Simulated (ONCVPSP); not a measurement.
## Transferability test, ONCV potential for vanadium

V, optimised norm-conserving Vanderbilt (ONCV), made with ONCVPSP 4.0.1 (PBE, scalar-relativistic). Core [Ne], reference 3s2 3p6 3d3 4s1.5 4p0.5. Waves: 3s+4s: rc 1.80 bohr, ncon 3, nbas 7, qcut 5.8 1/bohr, 2 projectors; 3p+4p: rc 1.95 bohr, ncon 4, nbas 8, qcut 8 1/bohr, 2 projectors; 3d: rc 1.40 bohr, ncon 5, nbas 10, qcut 8.9 1/bohr, 1 projector. Local part: polynomial inside 1.00 bohr (lpopt 3, dvloc0 6 Ha). Core correction: Teter function fitted to the true core (icmod 2), fcfact 0.3.

Energies are relative to the spin-unpolarised reference configuration 3s2 3p6 3d3 4s1.5 4p0.5; without spin polarisation the order of configurations can differ from experiment.

Give the all-electron excitation energy and the error of the potential for: 3s2 3p6 3d3 4s2 4p0; 3s2 3p6 3d3 4s1 4p0; 3s2 3p6 3d3 4s0 4p0; 3s2 3p6 3d2 4s2 4p0.

```tsv
valence configuration	charge	ΔE all-electron (eV)	error AE − PS (meV)
3s2 3p6 3d3 4s2 4p0	0	-1.651	0.0
3s2 3p6 3d3 4s1 4p0	+1	6.084	-0.3
3s2 3p6 3d3 4s0 4p0	+2	20.380	-2.2
3s2 3p6 3d2 4s2 4p0	+1	9.323	+20
```
